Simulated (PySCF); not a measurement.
Radial density of Sc(7+) (scandium, charge +7)

PBEsol, [Ne] 3s2 3p2, high-spin 3P determinant. Calculation: PySCF 2.14, in an uncontracted even-tempered set (19 s from 0.25 bohr⁻², ratio 2.5; 12 p from 0.33 bohr⁻², ratio 2.5; 5 d from 2.3 bohr⁻², ratio 2.7; 5 f from 3.5 bohr⁻², ratio 2.7); scalar relativity by spin-free X2C-1e.

```tsv
r (bohr)	4πr²ρ (e/bohr)	4πr²(ρα − ρβ)
0.00113	0.1234	0.0000
0.00190	0.3222	0.0000
0.00320	0.8240	0.0000
0.00538	2.039	-0.0001
0.00905	4.763	-0.0001
0.0152	10.08	0.0006
0.0256	18.03	0.0068
0.0430	24.43	0.0419
0.0724	22.24	0.1854
0.122	17.93	0.5325
0.205	24.80	0.6963
0.345	19.63	0.0433
0.580	5.909	1.0251
0.975	4.981	2.3807
1.64	0.7875	0.4317
2.76	0.002782	0.0019
```

Densities and radii are taken from the X2C orbitals without a picture-change correction, which distorts them close to the nucleus.
